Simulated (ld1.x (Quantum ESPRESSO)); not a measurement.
# V: excitation energies, all-electron against PAW

```json
{
 "Element": "vanadium (V)",
 "Generator": "ld1.x (Quantum ESPRESSO) 7.5",
 "Type": "PAW",
 "Functional": "LDA (PZ)",
 "Relativity": "scalar-relativistic",
 "Frozen core": "[Ne] 3s2",
 "Valence charge": "11",
 "Reference configuration": "3p6 3d3 4s1.75 4p0 (charge +0.25)",
 "Partial waves": "4s (bound): rcut 2.30, rcutus 2.70 bohr; 4s channel at 1.45 Ry: rcut 2.30, rcutus 2.70 bohr; 3p (bound): rcut 1.40, rcutus 1.45 bohr; 4p (bound, empty): rcut 1.40, rcutus 1.45 bohr; 3d (bound): rcut 1.25, rcutus 1.60 bohr; 3d channel at -0.15 Ry: rcut 1.25, rcutus 1.60 bohr",
 "Local potential": "all-electron potential smoothed inside 1.15 bohr (lloc = -2)",
 "Core correction": "a·sin(br)/r model core inside 0.90 bohr",
 "Augmentation charge": "BG, radius 1.30 bohr"
}
```

Energies are relative to the spin-unpolarised reference configuration 3p6 3d3 4s1.75 4p0; without spin polarisation the order of configurations can differ from experiment. Spin-polarised rows fill each open shell by Hund’s rule, majority spin first.

```json
{"valence configuration": "3p6 3d3 4s1 4p0", "charge": "+1", "ΔE all-electron (eV)": "6.542", "error AE − PS (meV)": "+1.9"}
{"valence configuration": "3p6 3d3 4s0 4p0", "charge": "+2", "ΔE all-electron (eV)": "21.087", "error AE − PS (meV)": "+37"}
{"valence configuration": "3p6 3d3 4s1 4p1", "charge": "0", "ΔE all-electron (eV)": "2.010", "error AE − PS (meV)": "+4.6"}
{"valence configuration": "3p6 3d2 4s2 4p0", "charge": "+1", "ΔE all-electron (eV)": "9.819", "error AE − PS (meV)": "-27"}
{"valence configuration": "3p6 3d2 4s0 4p0", "charge": "+3", "ΔE all-electron (eV)": "50.246", "error AE − PS (meV)": "-66"}
{"valence configuration": "3p6 3d3 4s1.75 4p0 (spin-polarised)", "charge": "+0.25", "ΔE all-electron (eV)": "-1.742", "error AE − PS (meV)": "+0.5"}
{"valence configuration": "3p6 3d3 4s2 4p0 (spin-polarised)", "charge": "0", "ΔE all-electron (eV)": "-3.027", "error AE − PS (meV)": "+0.4"}
```

Question: What are ΔE and the potential's error for 3p5 3d3 4s2 4p0?

Answer: ΔE = 49.486 eV all-electron; the error (AE − PS) is -50 meV.

Question: What are ΔE and the potential's error for 3p6 3d3 4s2 4p0?

Answer: ΔE = -1.399 eV all-electron; the error (AE − PS) is +0.2 meV.

Levels in the configuration 3p6 3d3 4s1 4p1:

| level | all-electron (eV) | pseudo (eV) |
| --- | --- | --- |
| 3p | -45.373 | -45.388 |
| 3d | -6.714 | -6.725 |
| 4s | -5.701 | -5.690 |
| 4p | -2.200 | -2.201 |

Note: ghost state, extra bound levels that the all-electron valence spectrum of the same l lacks: s at -34.3 eV. A true bound ghost makes a file unfit for plane-wave use.
